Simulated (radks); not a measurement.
Excited configurations of Nd3+: one electron is placed in a higher orbital outside [Xe] 4f2. The ground configuration is [Xe] 4f3. Calculated with a radial shooting solver on a logarithmic mesh with Libxc functionals: Dirac Kohn-Sham, LDA (Slater exchange, Perdew-Wang correlation), spin-unpolarised, spherical densities, finite nucleus; open shells fill j = l - 1/2 first; Fermi nuclear charge, rms radius 4.9123 fm. Excitation = E - E(ground); binding = E(ion) - E, where the ion is the core of charge +4; n* = 4/sqrt(2 binding) in atomic units, and the quantum defect is n - n*.

outer orbital  excitation (eV)  binding (eV)     n*  quantum defect  eigenvalue (eV)  <r> (bohr)
5f5/2                   26.217        14.380  3.891           1.109          -11.979       4.112
6d3/2                   25.249        15.348  3.766           2.234          -13.412       4.782
6f5/2                   31.193         9.404  4.811           1.189           -8.157       7.327
7p1/2                   27.731        12.865  4.114           2.886          -11.434       6.308
7d3/2                   30.978         9.619  4.757           2.243           -8.520       7.994
7f5/2                   34.044         6.552  5.764           1.236           -5.791       11.25

The Delta-SCF ionisation energy is 40.596 eV (NIST Atomic Spectra Database: 40.60 eV, semi-empirical). Self-interaction in the functional shifts the binding energies and quantum defects, so they are the method's values and not measured ones. Spin polarisation and multiplet splitting are left out, so open shells lie too high by an amount that depends on their filling.

Beside tabulated values, note that spin-unpolarised runs miss the spin-polarisation part of the exchange energy of open shells.
